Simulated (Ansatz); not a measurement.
C4H7O (SMILES [CH]1CCOC1), doublet, at a GFN2-xTB geometry. Base run: CCSD(T)/def2-SVP (Ansatz, a quantum-chemistry and plane-wave program).

Ansatz was given this input:
Ansatz 0.2 input:
```yaml
crystal:
  periodic: [false, false, false]
  atoms:
    - {symbol: C, position_ang: [0.39615140, -1.17435019, -0.08488802]}
    - {symbol: C, position_ang: [1.24097810, -0.03210821, 0.32662047]}
    - {symbol: C, position_ang: [0.19419249, 1.08466725, 0.46820673]}
    - {symbol: O, position_ang: [-0.88767801, 0.72850739, -0.37076340]}
    - {symbol: C, position_ang: [-0.95889722, -0.68402581, -0.41439081]}
    - {symbol: H, position_ang: [0.71474834, -2.19101429, -0.17726762]}
    - {symbol: H, position_ang: [1.78917659, -0.20931134, 1.25589251]}
    - {symbol: H, position_ang: [1.98423700, 0.21871540, -0.44345930]}
    - {symbol: H, position_ang: [0.54855254, 2.06541774, 0.14884975]}
    - {symbol: H, position_ang: [-0.14825554, 1.15023996, 1.51220609]}
    - {symbol: H, position_ang: [-1.30758986, -0.97637199, -1.41435287]}
    - {symbol: H, position_ang: [-1.71399345, -1.05083300, 0.31094843]}
basis:
  gaussian:
    orbitals: def2-SVP
magnetization: {spin_polarized: true, initial_magnetization: 1}
correlation: {method: ccsd_t}
```

Each row names what was changed in the base input (with any setting that the change needs).

| change | ΔE vs base (kcal/mol) | MP2 correlation (Eh) | CC correlation without the perturbative part (Eh) | basis functions | core-seconds (rough) |
|---|---|---|---|---|---|
| base | 0.000 | -0.70562 | -0.75958 | 105 | 60 |
| accuracy = high | -0.002 | -0.70562 | -0.75958 | 105 | 200 |
| reference functional = pbe0 | 0.88 | - | -0.77798 | 105 | 70 |
| fitting = cc-pVTZ-JKFIT (mean field), cc-pVTZ-RIFIT (correlation) | 0.040 | -0.70554 | -0.75954 | 105 | 80 |
| diis_vectors = 2 | 0.000 | -0.70562 | -0.75958 | 105 | 60 |
| diis_vectors = 4 | 0.000 | -0.70562 | -0.75958 | 105 | 70 |
| lower_state_search = off | 0.000 | -0.70562 | -0.75958 | 105 | 60 |
| method = bccd | 14.62 | -0.70562 | -0.75855 | 105 | 30 |
| method = mp2 | 47.84 | -0.70562 | - | 105 | 3 |
| method = ccsd | 13.97 | -0.70562 | -0.75958 | 105 | 30 |
